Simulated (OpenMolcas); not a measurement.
# C+, Si+, Ge+, Sn+, Pb+: ns2 np down the group

- Program: OpenMolcas
- Method: CASSCF
- Basis: ANO-RCC-VTZP
- Scalar Hamiltonian: DKH2, point nucleus
- Spin-orbit coupling: RASSI with atomic mean-field integrals over the reference wave functions, term energies averaged over their components

Active space for each ion: 1 electron in 3 orbitals (p).

Computed levels in cm-1 above 2P* 1/2:

```csv
Level,C+,Si+,Ge+,Sn+,Pb+
2P* 3/2,62.5,246,1543,3660,11856
weight of 2P* in the lowest level (%),100,100,100,100,100
```

Measured, with the error of the calculation in %. Measured levels: C+, Si+, Ge+, Sn+, Pb+ from NIST Handbook of Basic Atomic Spectroscopic Data.

```tsv
Level	C+	Si+	Ge+	Sn+	Pb+
2P* 3/2	63.4 (-1.5)	287 (-14.3)	1767 (-12.7)	4251 (-13.9)	14081 (-15.8)
```

The fine-structure level 2P* 3/2 changes by a factor of 190 from C+ to Pb+.

With one active electron the reference holds no correlation, so core polarisation is missing. Computed and measured levels are paired by configuration, term and J; levels that our copy of the source lacks, or whose pairing is in doubt (as where it misses far off the trend of its configuration), stay unpaired and out of the deviations. Only configurations of the active space appear.

* marks odd parity.
